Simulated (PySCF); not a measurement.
Geometry:
| atom | x (Å) | y (Å) | z (Å) |
| --- | --- | --- | --- |
| O1 | 4.255 | 0.032 | 0.261 |
| C2 | 3.588 | 0.465 | -0.646 |
| N3 | 2.249 | 0.399 | -0.640 |
| Si4 | 1.529 | -0.370 | 0.774 |
| C5 | -0.326 | -0.219 | 0.448 |
| C6 | -1.137 | -1.344 | 0.346 |
| C7 | -2.498 | -1.230 | 0.124 |
| C8 | -3.079 | 0.021 | 0.007 |
| C9 | -2.290 | 1.154 | 0.113 |
| C10 | -0.930 | 1.031 | 0.331 |
| H11 | 4.031 | 0.944 | -1.538 |
| H12 | 1.734 | 0.768 | -1.423 |
| H13 | 1.919 | 0.397 | 1.954 |
| H14 | 1.950 | -1.766 | 0.802 |
| H15 | -0.694 | -2.324 | 0.442 |
| H16 | -3.108 | -2.119 | 0.043 |
| H17 | -4.141 | 0.113 | -0.164 |
| H18 | -2.738 | 2.134 | 0.026 |
| H19 | -0.323 | 1.922 | 0.413 |

All values are calculated (PySCF 2.14.0 with density-fitted response routines): coordinates at the GFN2-xTB level, shielding tensors at PBE0/pcSseg-1 (GIAO). No solvent, one computed conformer, averaged over atoms made equivalent by symmetry, fast rotation or ring inversion, non-relativistic Hamiltonian.

Problem. Predict the 2D correlation tables (HSQC, COSY, HMBC).

Solution. 

HSQC (one-bond C–H):
```tsv
δH	δC
8.49 (H11)	168.3 (C2)
7.93 (H15/H19)	140.5 (C6/C10)
7.75 (H17)	136.2 (C8)
7.71 (H16/H18)	133.6 (C7/C9)
```

COSY cross peaks (H two or three bonds apart, from the bond graph; peaks can be absent where the dihedral angle is near 90°):
```tsv
δH	δH
7.93 (H15/H19)	7.71 (H16/H18)
7.75 (H17)	7.71 (H16/H18)
```

HMBC (two and three bonds, from the bond graph):
```tsv
δH	δC
7.93 (H15/H19)	140.5 (C6/C10), 138.4 (C5), 136.2 (C8), 133.6 (C7/C9)
7.75 (H17)	140.5 (C6/C10), 133.6 (C7/C9)
7.71 (H16/H18)	140.5 (C6/C10), 138.4 (C5), 136.2 (C8), 133.6 (C7/C9)
5.46 (H13/H14)	168.3 (C2), 140.5 (C6/C10), 138.4 (C5)
```

References, each an isolated molecule treated in the same way: $^{1}$H, $^{13}$C against TMS.

Short H···H contacts in this conformer between protons four or more bonds apart (candidates for NOE cross peaks, intensity ∝ r⁻⁶): H14···H15 2.73 Å.

The OH or NH signal is concentration- and solvent-dependent in practice; the value given is the gas-phase one. Shifts are as computed. Against solution values, carbons near 30 ppm lie about +3 ppm off and those near 130 ppm about +5 ppm. Of 1211 compounds with measured shifts, 218 miss one by over three times the rms of a fit or turn the order of signals round; such compounds aren't used in these exercises. Hydrogen bonding in solution deshields acid and N–H amide carbonyl carbons by as much as 10 ppm beyond these values.
